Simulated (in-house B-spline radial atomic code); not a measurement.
Radial electron density of W8+, [Kr] 4d10 4f13 5s2 5p4 6g1. Computed with an all-electron radial atomic-structure program (B-spline basis): Dirac-Hartree-Fock, average of configuration, Fermi nucleus of rms radius 5.3658 fm.

Columns: r (bohr), 4πr²n(r) (electrons per bohr), bar.

```
0.000546     3.01 #
0.000691    4.392 #
0.000873     6.35 ##
  0.0011    9.072 ###
  0.0014    13.03 ####
 0.00176    18.18 ######
 0.00223    25.26 ########
 0.00282    34.37 ###########
 0.00357    45.76 ###############
 0.00451    59.03 ###################
  0.0057    73.49 ########################
 0.00721    87.55 #############################
 0.00912    98.77 ################################
  0.0115    104.5 ##################################
  0.0146    103.7 ##################################
  0.0184    97.91 ################################
  0.0233    92.88 ##############################
  0.0295    96.39 ###############################
  0.0372    111.1 ####################################
  0.0471    129.4 ##########################################
  0.0595    134.8 ############################################
  0.0753    121.1 ########################################
  0.0952    105.5 ##################################
    0.12    110.2 ####################################
   0.152    123.9 ########################################
   0.192    110.8 ####################################
   0.243     75.9 #########################
   0.307    63.52 #####################
   0.389    74.44 ########################
   0.492    68.88 ######################
   0.621    44.06 ##############
   0.786    23.75 ########
   0.993    13.86 #####
    1.26    7.123 ##
    1.59    2.473 #
    2.01   0.5796 
    2.54   0.1366 
    3.21 0.0009415 
    4.06   0.1518 
    5.13   0.3095 
    6.49   0.1504 
     8.2  0.01985 
    10.4 0.0005549 
    13.1 2.94e-06 
    16.6 1.732e-09
```

On this grid the curve has 5 maxima, near 0.0115, 0.0595, 0.152, 0.389, 5.13 bohr.

The 6g9/2 radial function P(r) = rR(r), positive near the nucleus, with its small component Q(r) (sign convention: Q ≈ (P' + κP/r)/2c):

| r (bohr) | P | Q |
| --- | --- | --- |
| 0.152 | 0.0007747 | -2.675e-05 |
| 0.243 | 0.003694 | -0.000105 |
| 0.389 | 0.01432 | -0.0003108 |
| 0.621 | 0.04768 | -0.0007006 |
| 0.993 | 0.1474 | -0.001491 |
| 1.59 | 0.3517 | -0.003025 |
| 2.54 | 0.3245 | -0.003593 |
| 4.06 | -0.3899 | 0.0004807 |
| 6.49 | -0.3877 | 0.001723 |
| 10.4 | -0.02353 | 0.0001186 |
